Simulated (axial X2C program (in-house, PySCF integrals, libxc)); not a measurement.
Results of a calculation; reference values are marked as such.
SnTe⁺: input and output

Program: an axial X2C code built on PySCF integrals.

Input file and command:
```json
{"zs": [52, 50], "q": 1, "bas": ["dyall-cv3z", "dyall-cv3z"], "levels": ["PBE0", "HF", "TPSS"], "cc": true, "r0": 2.58, "thr": -1.0, "nmax": 90, "npts": 10, "nst": 2, "ntry": 6}
```
```bash
python so2c.py task.json out
```

Keys: zs atomic numbers; q charge; bas basis sets; levels methods; cc coupled cluster on or off; r0 starting distance in Å; thr threshold in hartree for freezing inner shells (an s shell follows its p shell); nmax most natural virtual spinors; npts points on the curve; nst determinants followed; ntry starts of the search. HF also brings MP2.

Output of the HF step, spin-free, at R = 2.690 Å for the state M_S = 1/2, Λ = 1. It starts from PBE0 orbitals of this distance.

```
spin-free X2C-1e  HF
basis functions 253  fitting functions 1280  grid points 5803
iter        total energy     max residual
   1     -12964.539686098     3.44e-01
   2     -12964.577319285     7.52e-03
   3     -12964.578803258     1.08e-02
   4     -12964.579089618     2.99e-03
   5     -12964.579181930     1.35e-03
   6     -12964.579235073     1.78e-03
   7     -12964.579260022     8.64e-04
   8     -12964.579285307     5.49e-04
   9     -12964.579297985     7.30e-04
  10     -12964.579302068     2.97e-04
  11     -12964.579302620     4.79e-05
  12     -12964.579302699     4.11e-05
  13     -12964.579302721     2.10e-05
  14     -12964.579302732     8.13e-06
  15     -12964.579302735     5.81e-06
  16     -12964.579302736     2.97e-06
converged
one-electron -18810.66845312  Coulomb 5673.28168320  exact exchange -338.66492999  xc functional 0.00000000  nuclear repulsion 511.47239717
correlated 9  virtual 309  natural virtual 90  E(MP2) -0.164384845  MP2 remainder -0.005134399
iter   CCSD correlation   residual
   1     -0.176285570   1.28e-01
   2     -0.183031194   5.56e-02
   3     -0.184656516   2.58e-02
   4     -0.184919913   1.36e-02
   5     -0.185100732   6.77e-03
   6     -0.185123910   2.87e-03
   7     -0.185148757   1.24e-03
   8     -0.185154000   5.65e-04
   9     -0.185153817   2.36e-04
  10     -0.185155220   7.67e-05
  11     -0.185155434   2.80e-05
  12     -0.185155760   9.91e-06
  13     -0.185155777   4.40e-06
(T) -0.009752369  T1 0.0404  D1 0.0829  max T2 0.085
```
Energies are in hartree; totals compare only within one Hamiltonian and basis. T1 is large, a sign of multireference character or of a spin-contaminated reference. T1 in the output is the amplitude norm over the root of the electron number; divide by √2 for the Lee–Taylor value. The determinant is spin-polarised beyond a pure state at some levels (its spin-free form has ⟨S²⟩ too high), which makes Re and μ there less reliable.
